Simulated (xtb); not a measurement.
C4H5 (SMILES [CH-]1[C@@H]2C[C@H]12), charge -1, singlet, geometry from GFN2-xTB; GFN0-xTB in xtb.

The xtb input:
```
$ xtb mol.xyz --gfn 0 --chrg -1 --json

# file mol.xyz
9

C     -0.01348128     1.18155902     0.44895058
C      0.00640291    -1.09047136     0.32460397
C      0.75400431     0.06221722    -0.26521490
C     -0.75049844     0.04972316    -0.27751056
H     -0.01520664     2.09591209    -0.26903994
H     -0.00145211    -1.21255464     1.40980063
H      0.01870869    -2.05397794    -0.20208349
H      1.39180994    -0.01229614    -1.15053042
H     -1.37242485    -0.03525157    -1.17312134
```

The log (banner, timings and long lists left out):

```
   ID    Z sym.   atoms
    1    6 C      1-4
    2    1 H      5-9

           -------------------------------------------------
          |                Calculation Setup                |
           -------------------------------------------------

           -------------------------------------------------
          |                 G F N 0 - x T B                 |
           -------------------------------------------------

          ...................................................
          :                      SETUP                      :
          :.................................................:
          :  # basis functions                  26          :
          :  # atomic orbitals                  26          :
          :  # shells                           18          :
          :  # electrons                        22          :
          :  electronic temp.          300.0000000     K    :
          :  accuracy                    1.0000000          :
          :  -> integral cutoff          0.2500000E+02      :
          :  -> integral neglect         0.1000000E-07      :
          ...................................................

         :::::::::::::::::::::::::::::::::::::::::::::::::::::
         ::                     SUMMARY                     ::
         :::::::::::::::::::::::::::::::::::::::::::::::::::::
         :: total energy             -12.490611339960 Eh    ::
         :: gradient norm              0.047122522401 Eh/a0 ::
         :: HOMO-LUMO gap              5.101295878750 eV    ::
         ::.................................................::
         :: H0 energy                -11.541646976911 Eh    ::
         :: repulsion energy           0.155627339113 Eh    ::
         :: electrostat energy        -1.102319959703 Eh    ::
         :: -> Gsolv                   0.000000000000 Eh    ::
         ::    -> Gsasa                0.000000000000 Eh    ::
         ::    -> Gshift               0.000000000000 Eh    ::
         :: dispersion energy         -0.002271742459 Eh    ::
         :: short-range corr.          0.000000000000 Eh    ::
         :: add. restraining           0.000000000000 Eh    ::
         :: total charge              -1.000000000000 e     ::
         :::::::::::::::::::::::::::::::::::::::::::::::::::::

           -------------------------------------------------
          |                Property Printout                |
           -------------------------------------------------

    * Orbital Energies and Occupations

         #    Occupation            Energy/Eh            Energy/eV
      -------------------------------------------------------------
         1        2.0000           -0.6419520             -17.4684
         2        2.0000           -0.6092684             -16.5790
         3        2.0000           -0.5849761             -15.9180
         4        2.0000           -0.5807186             -15.8022
         5        2.0000           -0.5661996             -15.4071
         6        2.0000           -0.5276426             -14.3579
         7        2.0000           -0.4883564             -13.2889
         8        2.0000           -0.4719082             -12.8413
         9        2.0000           -0.4637128             -12.6183
        10        2.0000           -0.4570005             -12.4356
        11        2.0000           -0.3790883             -10.3155 (HOMO)
        12                         -0.1916191              -5.2142 (LUMO)
        13                         -0.1396456              -3.8000
        14                         -0.1202743              -3.2728
        15                         -0.1201288              -3.2689
        16                         -0.0984387              -2.6787
        17                         -0.0812314              -2.2104
        18                         -0.0569738              -1.5503
        19                          0.0141753               0.3857
        20                          0.0951602               2.5894
        21                          0.1015639               2.7637
        22                          0.1451616               3.9500
       ...                                ...                  ...
        26                          0.4214237              11.4675
      -------------------------------------------------------------
                  HL-Gap            0.1874692 Eh            5.1013 eV
             Fermi-level            0.0000000 Eh            0.0000 eV

     #   Z          covCN         q      C6AA      α(0)
     1   6 C        2.926    -0.401    41.959    10.589
     2   6 C        3.873    -0.220    27.783     7.588
     3   6 C        3.852    -0.030    23.608     6.996
     4   6 C        3.852    -0.030    23.608     6.996
     5   1 H        0.907    -0.012     3.272     2.830
     6   1 H        0.924    -0.041     3.885     3.083
     7   1 H        0.923    -0.067     4.523     3.326
     8   1 H        0.924    -0.099     5.524     3.676
     9   1 H        0.924    -0.099     5.524     3.676

 Mol. C6AA /au·bohr⁶  :       1026.147648
 Mol. C8AA /au·bohr⁸  :      23145.737983
 Mol. α(0) /au        :         48.758914

Wiberg/Mayer (AO) data.
largest (>0.10) Wiberg bond orders for each atom

 ---------------------------------------------------------------------------
     #   Z sym  total        # sym  WBO       # sym  WBO       # sym  WBO
 ---------------------------------------------------------------------------
     1   6 C    3.026 --     5 H    1.008     4 C    0.983     3 C    0.983
     2   6 C    3.963 --     4 C    0.991     3 C    0.991     7 H    0.978
                             6 H    0.972
     3   6 C    3.849 --     2 C    0.991     1 C    0.983     8 H    0.976
                             4 C    0.898
     4   6 C    3.849 --     2 C    0.991     1 C    0.983     9 H    0.976
                             3 C    0.898
     5   1 H    1.017 --     1 C    1.008
     6   1 H    0.994 --     2 C    0.972
     7   1 H    0.983 --     2 C    0.978
     8   1 H    0.989 --     3 C    0.976
     9   1 H    0.989 --     4 C    0.976
 ---------------------------------------------------------------------------

Topologies differ in total number of bonds
Writing topology from bond orders to xtbtopo.mol

 dipole moment from electron density (au)
     X       Y       Z
   0.0295  -2.1356  -1.4340  total (Debye):    6.539

           -------------------------------------------------
          | TOTAL ENERGY              -12.490611339960 Eh   |
          | GRADIENT NORM               0.047122522401 Eh/α |
          | HOMO-LUMO GAP               5.101295878750 eV   |
           -------------------------------------------------

normal termination of xtb
```
